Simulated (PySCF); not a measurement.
## NMR data sheet: C8H16BP

```
Formula                               : C8H16BP
SMILES                                : [BH3-][P@@H+]1C=CC(C(C)C)=C1C
InChI                                 : InChI=1S/C8H16BP/c1-6(2)8-4-5-10(9)7(8)3/h4-6,10H,1-3,9H3
Point group of the computed structure : C1
Carbon signals                        : 8
Proton signals                        : 8
```

Bonds (- single, = double, # triple, : aromatic): B1-P2, P2-C3, C3=C4, C4-C5, C5-C6, C6-C7, C6-C8, C5=C9, C9-C10, C9-P2. B1 carries H11, H12, H13; P2 carries H14; C3 carries H15; C4 carries H16; C6 carries H17; C7 carries H18, H19, H20; C8 carries H21, H22, H23; C10 carries H24, H25, H26. Formal charges: B1 -1, P2 +1. Stereochemistry as in [BH3-][P@@H+]1C=CC(C(C)C)=C1C.

Relativity neglected, one computed conformer, no solvent, equivalent nuclei averaged. PBE0-D3(BJ)/def2-SVP geometry; σ from GIAO-PBE/pcSseg-1; PySCF 2.14.0 with density-fitted response routines.

Chemical shifts δ = σref − σ; 1H (σref 31.20) and 13C (σref 180.03) against TMS; 31P (σref 295.64) against H3PO4; 11B (σref 94.77) vs BF3·OEt2, all at this level.

| carbon | δC, type | δH (multiplicity) | HMBC from (2–3 bonds) | span of the C tensor (ppm) |
| --- | --- | --- | --- | --- |
| C3 | 130.2, CH | 6.42 (m) | H16, H14, H11/H12/H13 | 193 |
| C4 | 148.1, CH | 7.16 (m) | H15, H14, H17 | 210 |
| C5 | 163.1, C | – | H16, H15, H14, H17, H24/H25/H26, H18/H19/H20, H21/H22/H23 | 204 |
| C6 | 33.3, CH | 2.83 (m) | H16, H18/H19/H20, H21/H22/H23 | 20 |
| C7 | 23.3, CH3 | 1.13 (d) | H17, H21/H22/H23 | 38 |
| C8 | 22.8, CH3 | 1.10 (d) | H17, H18/H19/H20 | 38 |
| C9 | 137.3, C | – | H16, H15, H14, H17, H24/H25/H26, H11/H12/H13 | 171 |
| C10 | 12.1, CH3 | 2.14 (m) | H14 | 29 |

Other nuclei:
```tsv
atoms	nucleus	environment	δ (ppm)	σ (ppm)
H14	1H	hydrogen on a phosphorus bonded to 2 C, B, in a 5-membered ring	6.00	25.20
H11/H12/H13	1H	hydrogen on a boron bonded to P	1.14	30.06
P2	31P	phosphorus bonded to 2 C, B, H, in a 5-membered ring	4.0	291.6
B1	11B	boron bonded to P, 3 H	-50.8	145.5
```

δC 163.1, 137.3: fully substituted alkene carbon; the olefinic region. δC 148.1, 130.2: alkene CH; the olefinic region. δC 33.3: allylic sp3 CH; saturated and bonded to C and H only. δC 12.1: allylic methyl carbon; aliphatic region, no heteroatom directly attached. δH 2.14: hydrogen on an allylic methyl carbon; allylic position.

Hydrogens on boron are broadened and split by 11B (spin 3/2, 80 %) and 10B (spin 3). Splittings by 31P in the carbon and heteronuclear signals aren't shown, as no couplings were computed. Shifts are as computed. Against solution values, carbons near 30 ppm lie about +2 ppm off and those near 130 ppm about +2 ppm. Of 1313 compounds with measured shifts, 239 miss one by over three times the rms of a fit or turn the order of signals round; such compounds aren't used in these exercises. Experimental scales use liquid or dissolved standards, which lie at an offset from isolated H3PO4. No couplings were computed; multiplicities are counted from neighbouring protons, with m where these are inequivalent, close in shift, in a saturated or five-membered ring or joined by F or P, and br s for small geminal =CH2 splittings.
